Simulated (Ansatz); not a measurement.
# Molecular dynamics of H$_{8}$CO$_{6}$

Input file:

```yaml
accuracy: low
crystal:
  lattice:
    - [5.708267, 0.0, 0.0]
    - [0.0, 5.708267, 0.0]
    - [0.0, 0.0, 5.708267]
  atoms:
    - { symbol: O, position: [0.43957771, 0.13440314, 0.2364067] }
    - { symbol: H, position: [0.48794918, 0.03037389, 0.10681785] }
    - { symbol: H, position: [0.33807008, 0.04375484, 0.33748181] }
    - { symbol: O, position: [0.10777802, 0.84017745, 0.51345406] }
    - { symbol: H, position: [0.20613036, 0.74895661, 0.61495307] }
    - { symbol: H, position: [0.02467057, 0.70720881, 0.44844404] }
    - { symbol: O, position: [0.70681784, 0.53408462, 0.27022334] }
    - { symbol: H, position: [0.64773081, 0.36593205, 0.2816681] }
    - { symbol: H, position: [0.64094973, 0.61391197, 0.13432942] }
    - { symbol: O, position: [0.65025524, 0.81349323, 0.81304341] }
    - { symbol: H, position: [0.62047234, 0.73838864, 0.65539268] }
    - { symbol: H, position: [0.79451987, 0.89359088, 0.77862228] }
    - { symbol: C, position: [0.04077306, 0.40152545, 0.95077676] }
    - { symbol: O, position: [0.16907784, 0.53252982, 1.03011228] }
    - { symbol: O, position: [-0.08533203, 0.26751797, 0.87120373] }
basis:
  ecutwfc: 420.0
kpoints:
  mp_grid: { grid: [1, 1, 1] }
hamiltonian:
  xc: pbe
scf:
  occupations: { method: fermi_dirac, width: 0.05 }
  lower_state_search: "off"
md:
  timestep: 0.5
  n_steps: 400
  ensemble: npt_langevin
  temperature: 400.0
  initial_velocities: maxwell_boltzmann
  seed: 501059
  friction: 0.005
  pressure: 1.0
  fix_cell: [angles]
```

Run as:

```bash
$ ansatz run input.yaml --threads 1 --pin off --max-ram 3072MiB --backend cpu --events-out ev --progress --plain --runs-dir out
```

It goes on from the last frame of an earlier run, with new velocities.

Output, in part (step lines):

```
md step     0: t =     0.00 fs  T =   373.3 K  F+E_penalty+E_count = -3782.69600900 eV  E_kin = 0.723856 eV  conserved = -3780.99136060 eV  P_inst = 2.0427 GPa  V = 186.0000 Å³  selection 1  (9 SCF iters)
md step     1: t =     0.50 fs  T =   344.5 K  F+E_penalty+E_count = -3782.64406637 eV  E_kin = 0.667911 eV  conserved = -3780.98931969 eV  P_inst = 1.4900 GPa  V = 185.9982 Å³  selection 1  (8 SCF iters)
md step     2: t =     1.00 fs  T =   316.1 K  F+E_penalty+E_count = -3782.59513286 eV  E_kin = 0.612791 eV  conserved = -3780.98782899 eV  P_inst = 0.9589 GPa  V = 185.9943 Å³  selection 1  (8 SCF iters)
md step     3: t =     1.50 fs  T =   320.1 K  F+E_penalty+E_count = -3782.56982375 eV  E_kin = 0.620643 eV  conserved = -3780.98718436 eV  P_inst = 0.4960 GPa  V = 185.9909 Å³  selection 1  (8 SCF iters)
md step     4: t =     2.00 fs  T =   336.6 K  F+E_penalty+E_count = -3782.58308306 eV  E_kin = 0.652636 eV  conserved = -3780.98744754 eV  P_inst = 0.0522 GPa  V = 185.9906 Å³  selection 1  (8 SCF iters)
md step     5: t =     2.50 fs  T =   366.6 K  F+E_penalty+E_count = -3782.63287029 eV  E_kin = 0.710832 eV  conserved = -3780.98839042 eV  P_inst = -0.3736 GPa  V = 185.9876 Å³  selection 1  (6 SCF iters)
md step     6: t =     3.00 fs  T =   400.0 K  F+E_penalty+E_count = -3782.70404524 eV  E_kin = 0.775471 eV  conserved = -3780.98996638 eV  P_inst = -0.7370 GPa  V = 185.9805 Å³  selection 1  (6 SCF iters)
md step     7: t =     3.50 fs  T =   434.7 K  F+E_penalty+E_count = -3782.77232676 eV  E_kin = 0.842851 eV  conserved = -3780.99165568 eV  P_inst = -0.9792 GPa  V = 185.9694 Å³  selection 1  (6 SCF iters)
[... lines left out ...]
```

The steps, from the saved trajectory:

| time (fs) | T (K) | potential energy less start (eV) | conserved less start (meV/atom) | P (GPa) | volume (Å³) |
| --- | --- | --- | --- | --- | --- |
| 0.0 | 373 | 0.000 | 0.00 | 2.0 | 186.0 |
| 6.5 | 375 | 0.061 | 0.28 | -0.9 | 185.7 |
| 13.0 | 337 | 0.020 | 0.04 | -2.8 | 184.6 |
| 19.5 | 381 | 0.084 | 0.24 | 2.0 | 182.2 |
| 26.0 | 385 | 0.050 | 0.10 | 3.3 | 180.1 |
| 32.5 | 292 | 0.167 | 0.10 | -2.7 | 178.8 |
| 39.0 | 321 | 0.051 | 0.24 | -3.0 | 176.2 |
| 45.5 | 304 | 0.016 | 0.16 | 3.7 | 172.9 |
| 52.0 | 379 | -0.110 | 0.15 | 2.6 | 170.8 |
| 58.5 | 217 | 0.106 | 0.26 | -3.3 | 168.9 |
| 65.0 | 300 | -0.048 | 0.16 | 0.5 | 165.8 |
| 71.5 | 339 | 0.062 | 0.12 | 4.9 | 162.7 |
| 78.0 | 364 | 0.058 | 0.14 | -0.1 | 161.2 |
| 84.5 | 301 | 0.203 | 0.24 | -1.3 | 159.4 |
| 91.0 | 364 | 0.035 | 0.14 | 3.5 | 157.1 |
| 97.5 | 363 | 0.162 | 0.29 | 3.7 | 155.4 |
| 104.0 | 343 | 0.209 | 0.21 | 0.1 | 154.7 |
| 110.5 | 321 | 0.236 | 0.15 | 0.7 | 153.9 |
| 117.0 | 317 | 0.274 | 0.27 | 3.3 | 153.6 |
| 123.5 | 373 | 0.064 | 0.12 | 3.3 | 154.6 |
| 130.0 | 432 | -0.012 | 0.23 | -0.6 | 156.2 |
| 136.5 | 477 | -0.025 | 0.30 | -0.3 | 157.0 |
| 143.0 | 340 | 0.205 | 0.20 | 4.1 | 158.0 |
| 149.5 | 245 | 0.241 | 0.31 | 1.8 | 160.1 |
| 156.0 | 270 | 0.194 | 0.21 | -0.4 | 162.2 |
| 162.5 | 344 | 0.148 | 0.25 | 1.0 | 163.5 |
| 169.0 | 279 | 0.269 | 0.28 | 2.9 | 165.0 |
| 175.5 | 392 | 0.069 | 0.04 | 1.0 | 167.2 |
| 182.0 | 255 | 0.254 | 0.28 | -1.3 | 169.3 |
| 188.5 | 385 | -0.018 | 0.15 | 0.6 | 170.5 |
| 195.0 | 338 | 0.090 | 0.21 | 2.8 | 171.1 |

The run went to its last step. The conserved energy stayed within 0.38 meV per atom of its start (net change 0.17 meV per atom), so the integration is sound. The mean temperature of the second half is 15 % below the set value. A run of 0.2 ps of so small a system gives no equilibrium averages. Limits of this set-up: coarse k mesh, low accuracy level. The cell's volume went from 186 to 172 Å³.

Mean squared displacements from the first frame to the last, about the centre of mass, the cell's change included: O 0.29 Å², H 0.33 Å², C 0.05 Å².

Last frame:

```xyz
15
Lattice="5.7545 0.0000 0.0000 0.0000 5.5656 0.0000 0.0000 0.0000 5.3643" Properties=species:S:1:pos:R:3
O 2.527 0.762 1.013
H 2.835 0.146 0.345
H 2.128 0.113 1.662
O 0.727 5.104 2.586
H 1.288 4.987 3.373
H 0.417 4.178 2.370
O 4.216 2.771 2.314
H 3.864 1.906 2.005
H 3.814 3.378 1.674
O 3.699 4.688 4.341
H 3.875 3.780 3.855
H 4.362 5.280 3.923
C 0.646 2.416 5.229
O 1.475 3.275 5.279
O -0.042 1.503 5.202
```

Time of the run: 7.8 min on 1 thread of Arm Neoverse V1, on a shared host, peak memory 0.34 GiB.
